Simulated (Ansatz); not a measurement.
Program: Ansatz. Geometries: PBE0-D4/def2-TZVP. ΔE: electronic, gas phase. CCSD(T)/CBS adds triple-zeta CCSD(T) − MP2 to the extrapolated MP2 energy (def2 sets, frozen cores). This one scheme is used for every species. DFT in def2-TZVPP. B3LYP here is the variant with VWN-RPA as its local correlation; programs differ in this. HSE06 is defined as in plane-wave codes. One conformer a species, not always the lowest.

`NC[SiH](O)F` → CH₃NH₂ + `O[Si]F`  (silylene formation by 1,1-elimination)

`NC[SiH](O)F`:

```xyz
11

N    -0.440    1.178    0.756
C    -0.839   -0.101    0.152
Si    0.643   -0.839   -0.740
O     1.959   -0.153   -0.065
F     0.634   -2.420   -0.511
H    -0.388    1.907    0.055
H    -1.117    1.484    1.443
H    -1.071   -0.802    0.961
H    -1.738   -0.050   -0.477
H     0.670   -0.660   -2.209
H     1.689    0.457    0.637
```

CH₃NH₂:

Z-matrix (Å, degrees):
```
C
N 1 1.453
H 1 1.092 2 109.4
H 1 1.100 2 115.4 3 -121.6
H 1 1.092 2 109.4 3 116.8
H 2 1.012 1 110.6 3 62.6
H 2 1.012 1 110.6 3 -179.3
```

`O[Si]F`:

Z-matrix (Å, degrees):
```
O
Si 1 1.637
H 1 0.963 2 120.3
F 2 1.620 1 101.6 3 0.0
```

| level | ΔE (kcal/mol) | difference from CCSD(T)/CBS |
| --- | --- | --- |
| LDA (SPW92) | 37.1 | 4.9 |
| revPBE-D4 | 29.9 | -2.3 |
| r2SCAN-D4 | 35.4 | 3.2 |
| B97M-V | 31.1 | -1.1 |
| B3LYP-D4 | 29.5 | -2.7 |
| HSE06-D4 | 33.7 | 1.5 |
| CAM-B3LYP-D4 | 31.5 | -0.7 |
| ωB97M-V | 29.8 | -2.4 |
| r2SCANh | 35.3 | 3.1 |
| CAM-B3LYP | 29.5 | -2.7 |
| CCSD(T)/CBS | 32.2 | 0 |

Largest T1 diagnostic among the species: 0.015.

The D4 term adds +3.7 kcal/mol with B3LYP and +2.0 kcal/mol with PBE0; it sums over pairs of atoms, weighted by their polarisabilities, and B3LYP, whose exchange is more repulsive, gets the larger term. At CCSD(T), def2-SVP lies −2.7 kcal/mol from the extrapolated value and def2-TZVPP −0.9 kcal/mol.

CCSD(T)/CBS has its own doubt, a few kJ/mol and more with outer-core shells, so smaller differences from it don't rank the levels.
